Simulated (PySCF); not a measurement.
# Vertical excitation energies

Species: C7H14Ge.
Z-matrix (Å and degrees, PBE0-D3(BJ)/def2-SVP geometry), rows numbered from 1:
```
C 
C   1  1.3340
C   2  1.4955  1  125.13
C   3  1.5330  2  114.05  1  -113.84
C   4  1.5360  3  111.80  2   176.99
C   5  1.5312  4  110.27  3   178.77
Ge  6  1.9720  5  102.89  4   -38.43
C   4  1.5373  3  113.76  2   -59.40
H   1  1.0956  2  121.59  3    -0.90
H   1  1.0932  2  121.54  3   179.28
H   2  1.0973  1  118.62  3  -179.15
H   3  1.1066  2  109.37  1   125.20
H   3  1.1030  2  109.40  1     8.79
H   4  1.1071  3  107.32  2    59.64
H   5  1.1034  4  110.42  3   -57.23
H   5  1.1059  4  108.28  3    58.69
H   6  1.1019  5  110.88  4    77.78
H   6  1.0992  5  112.97  4  -161.57
H   7  1.5426  6  113.87  5  -102.91
H   7  1.5420  6  113.65  5   131.84
H   8  1.1039  4  110.37  3   -45.58
H   8  1.0992  4  112.79  3    74.60
```

Method used: TDDFT B3LYP/def2-SVPD, vertical, gas phase, core orbitals frozen in the response (PySCF). The B3LYP/def2-SVPD calculation is non-relativistic and has no spin–orbit coupling, an omission that weighs most on germanium.

Question: List the vertical singlet excitations with oscillator strengths and describe the spectrum.

Answer: 

```tsv
state	E (eV)	ν̃ (cm⁻¹)	f	|μ| (D)	main configurations (H = HOMO, L = LUMO)
S1	6.69	53960	0.056	1.48	H→L (40%), H→L+1 (36%), H→L+2 (12%)
S2	6.91	55700	0.017	0.80	H-1→L (60%), H→L+2 (16%)
S3	6.99	56370	0.0063	0.49	H→L+2 (48%), H→L+1 (38%)
S4	7.09	57220	0.180	2.59	H-1→L+1 (49%), H→L (23%)
S5	7.18	57910	0.020	0.85	H→L+3 (56%), H→L+4 (19%)
S6	7.25	58510	0.201	2.70	H-1→L+1 (30%), H-1→L+2 (17%), H-1→L (16%)
S7	7.36	59360	0.050	1.34	H→L+5 (58%), H-1→L+2 (31%)
S8	7.42	59820	0.013	0.68	H-1→L+2 (39%), H→L+5 (25%), H-2→L (11%)
S9	7.45	60070	0.038	1.16	H-2→L (41%), H→L+4 (36%)
S10	7.52	60650	0.140	2.22	H→L+4 (32%), H-2→L (27%), H→L+3 (12%)
```

Triplets (Tamm–Dancoff): T1 4.41 eV, H→L (80%), H→L+1 (10%); T2 6.63 eV, H→L+1 (36%), H→L+2 (24%), H→L (11%); T3 6.74 eV, H-1→L+2 (63%), H→L+1 (17%); T4 6.82 eV, H-1→L (55%), H-1→L+1 (25%), H→L+2 (8%).

The lowest singlet comes at 185 nm (645 kJ/mol) in the vacuum ultraviolet; it is of moderate strength; its leading configuration is HOMO→LUMO (40%). The strongest level in the table is S6 at 7.25 eV (171 nm, f = 0.201). Löwdin shares by element: HOMO carbon 82% or more (atoms not listed hold the other 18%); LUMO carbon 63% or more, hydrogen 5% or more (atoms not listed hold the other 31%). Orbital energies (eV): HOMO-3 -8.70, HOMO-2 -8.20, HOMO-1 -7.69, HOMO -7.14, LUMO -0.02, LUMO+1 0.32, LUMO+2 0.44. The oscillator strengths of these states sum to 0.722; summed over the whole spectrum of an exact calculation they would give the number of electrons, 88 (Thomas–Reiche–Kuhn). Of the 10 states listed, 9 reach f = 0.01 and none stays under 0.0005. All these states lie below the vertical ionisation energy of 9.09 eV (ΔSCF). Singlets were solved by full linear response, triplets in the Tamm–Dancoff approximation.

Hardware: one thread of an Arm Neoverse V1, no GPU, on a shared host. Cost: 9.4 min, 1.2 GiB resident at most.

One conformer stands for the species.
